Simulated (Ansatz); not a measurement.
Mulliken charges of Cl$_{2}$GeH (`[Cl][GeH][Cl]`) radical from PBE/def2-TZVPP in Ansatz (PBE0-D4/def2-TZVP geometry).

| atom | x (Å) | y (Å) | z (Å) | charge (e) |
| --- | --- | --- | --- | --- |
| Cl1 | -1.680 | 0.754 | -0.615 | -0.242 |
| Ge2 | 0.214 | -0.253 | -0.456 | 0.461 |
| Cl3 | 0.210 | -1.401 | 1.363 | -0.242 |
| H4 | 1.311 | 0.840 | -0.312 | 0.024 |

Question: By hand: the dipole of these point charges (1 e Å = 4.8032 D).

Answer: Σ q r = (0.486, 0.060, -0.399) e Å, of length 0.632 e Å = 3.04 D.

Question: How does the dipole of the full density compare? (Best estimate.)

Answer: Ansatz gave: (0.256, 0.042, -0.200) e Å, 1.57 D; the point charges give 1.94 times that, at 2° from its direction.

Point charges leave out the atoms' own dipoles, such as those of lone pairs, and Mulliken's split depends on the basis, so the two needn't agree.
